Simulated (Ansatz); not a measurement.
`[Cl][AlH][O]P[SeH]`. Charge 0, multiplicity 1. The geometry is a stationary point of PBE0-D4/def2-TZVP. It is one conformer, not always the lowest.

```xyz
8

Cl    0.675   -2.915    0.328
Al   -0.148   -1.134   -0.430
O     1.060    0.024   -1.003
P     1.311    1.215    0.022
Se   -0.295    0.525    1.633
H    -1.549   -1.141   -1.140
H     0.402    2.220   -0.453
H    -1.456    1.207    1.042
```

**Question.** What is the dipole moment at r2SCAN/def2-TZVPP? (Estimate.)

**Answer.** The calculation gave: 3.53 D, with components (-1.18, 3.25, 0.73) D in this frame, pointing from negative to positive charge.

**Question.** And with PBE, B3LYP, ωB97M-V? (An estimate is asked.)

**Answer.** Ansatz gave: PBE 3.41 D, B3LYP 3.57 D, ωB97M-V 3.58 D.

**Question.** Give the Mulliken charges with r2SCAN, PBE, B3LYP in def2-TZVPP. (An estimate is asked.)

**Answer.** Ansatz gave: 
```
atom  r2SCAN    PBE  B3LYP
 Cl1   -0.29  -0.26  -0.28
 Al2    0.58   0.46   0.55
  O3   -0.42  -0.33  -0.41
  P4    0.30   0.22   0.29
 Se5   -0.09  -0.07  -0.09
  H6   -0.17  -0.14  -0.15
  H7    0.00   0.03   0.02
  H8    0.09   0.09   0.08
```

B3LYP here is the variant with VWN-RPA as its local correlation; programs differ in this.
